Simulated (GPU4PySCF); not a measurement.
fluorene (C13H10), SMILES c12Cc3ccccc3-c1cccc2. Atoms are numbered in the order given.

```xyz
23

C      3.4448    -0.0402     0.0427
C      2.9542    -1.3444     0.0632
C      1.5851    -1.5871     0.0523
C      0.7117    -0.5056     0.0206
C      1.2072     0.8094    -0.0001
C      2.5709     1.0453     0.0109
C      0.0610     1.7925    -0.0329
C     -1.1524     0.8931    -0.0291
C     -2.4958     1.2249    -0.0515
C     -3.4447     0.2040    -0.0422
C     -3.0485    -1.1317    -0.0107
C     -1.7001    -1.4707     0.0119
C     -0.7518    -0.4537     0.0026
H      4.5135     0.1305     0.0516
H      3.6468    -2.1758     0.0879
H      1.2099    -2.6026     0.0683
H      2.9588     2.0567    -0.0049
H      0.0946     2.4278    -0.9231
H      0.0741     2.4623     0.8322
H     -2.8108     2.2611    -0.0760
H     -4.4986     0.4499    -0.0595
H     -3.7986    -1.9119    -0.0038
H     -1.3982    -2.5102     0.0363
```

Geometry: B3LYP-D3(BJ)/def2-TZVP. The values are those of a single conformer.

Two levels are set side by side: PBE-D3(BJ)/def2-TZVP (GPU4PySCF) and B3LYP-D3(BJ)/def2-TZVP (GPU4PySCF). Each level has its own optimised geometry; the coordinates shown are those of the second. Frequencies come from the Hessian of GPU4PySCF at each geometry. Differences are taken from unrounded values.

```tsv
quantity	B3LYP-D3(BJ)	PBE-D3(BJ)	PBE-D3(BJ) minus B3LYP-D3(BJ)
mean bond length (Å)	1.282	1.289	0.007
bond C1–C2 (Å)	1.394	1.400	0.007
bond C1–C6 (Å)	1.394	1.400	0.006
bond C2–C3 (Å)	1.391	1.396	0.006
bond C3–C4 (Å)	1.391	1.398	0.008
bond C4–C5 (Å)	1.405	1.413	0.008
bond C4–C13 (Å)	1.464	1.465	0.000
bond C5–C6 (Å)	1.384	1.391	0.007
bond C5–C7 (Å)	1.510	1.511	0.000
bond C7–C8 (Å)	1.510	1.511	0.000
bond C8–C9 (Å)	1.384	1.391	0.007
bond C8–C13 (Å)	1.405	1.413	0.008
bond C9–C10 (Å)	1.394	1.400	0.006
bond C10–C11 (Å)	1.394	1.400	0.007
bond C11–C12 (Å)	1.391	1.396	0.006
bond C12–C13 (Å)	1.391	1.398	0.008
bond C1–H14 (Å)	1.082	1.091	0.009
highest harmonic wavenumber (cm⁻¹)	3194	3124	-70
mean harmonic wavenumber (cm⁻¹)	1307	1270	-37
zero-point energy (kcal/mol)	117.67	114.34	-3.32
```

Exact exchange shortens and stiffens bonds; PBE has none. Differences between two approximate levels are no errors against the true value.
